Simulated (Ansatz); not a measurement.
`C[B]([GaH2])BF` + `N=C=O` → `O=C=NBF` + `C[BH][GaH2]`  (cleavage of the B–B bond)

Program: Ansatz. Geometries: PBE0-D4/def2-TZVP. ΔE: electronic, gas phase. CCSD(T)/CBS adds triple-zeta CCSD(T) − MP2 to the extrapolated MP2 energy (def2 sets, frozen cores). This one scheme is used for every species. Functionals use def2-TZVPP. B3LYP here is the variant with VWN-RPA as its local correlation; programs differ in this. For Ga outer-core shells are correlated without core-valence functions, which leaves a few kJ/mol of doubt a bond. Scalar relativity is left out up to krypton. One conformer a species, not always the lowest.

`C[B]([GaH2])BF`:

Cartesian coordinates in Å:
```
C 0.894 -0.875 -0.975
B -0.042 -0.141 0.045
Ga 0.201 1.907 0.394
B -1.265 -0.881 0.900
F -2.524 -0.948 0.466
H 1.048 -1.937 -0.771
H 0.303 -0.837 -1.907
H 1.852 -0.406 -1.202
H -0.463 2.985 -0.546
H 1.067 2.463 1.588
H -1.071 -1.330 2.007
```

`N=C=O`:

Cartesian coordinates in Å:
```
N -0.511 -0.227 0.523
C 0.445 -0.067 -0.198
O 1.423 -0.021 -0.822
H -1.356 0.315 0.498
```

`O=C=NBF`:

Cartesian coordinates in Å:
```
O 2.235 1.197 -0.554
C 1.245 0.747 -0.155
N 0.231 0.329 0.337
B -0.886 -0.518 0.136
F -1.779 -0.609 1.101
H -1.045 -1.146 -0.866
```

`C[BH][GaH2]`:

Z-matrix (Å, degrees):
```
C
B 1 1.556
H 1 1.104 2 103.4
H 1 1.094 2 113.6 3 113.2
H 1 1.091 2 117.2 3 -117.0
Ga 2 2.078 1 126.0 3 99.5
H 2 1.205 1 116.3 3 -77.0
H 6 1.579 2 122.9 1 -86.4
H 6 1.579 2 122.6 1 94.6
```

| level | ΔE (kcal/mol) |
| --- | --- |
| B3LYP | -31.5 |
| MP2/CBS(def2) | -32.0 |

Q: What does CCSD(T)/CBS give? (An estimate is asked.)

A: Ansatz gave: -30.5 kcal/mol. The listed levels differ from it by -1.0, -1.5 kcal/mol.

Largest T1 diagnostic among the species: 0.018.

The D4 term adds +0.8 kcal/mol with B3LYP and +0.5 kcal/mol with PBE0; it sums over pairs of atoms, weighted by their polarisabilities, and B3LYP, whose exchange is more repulsive, gets the larger term. At CCSD(T), def2-SVP lies −3.3 kcal/mol from the extrapolated value and def2-TZVPP −0.4 kcal/mol. Leaving LDA and LC-ωPBE aside and taking each functional with its dispersion term where it has one, the values, not all of them listed here, spread over 5.1 kcal/mol, from BHLYP-D4 to revPBE-D4. LDA lies −1.0 kcal/mol from PBE without D4.

CCSD(T)/CBS has its own doubt, a few kJ/mol and more with outer-core shells, so smaller differences from it don't rank the levels.
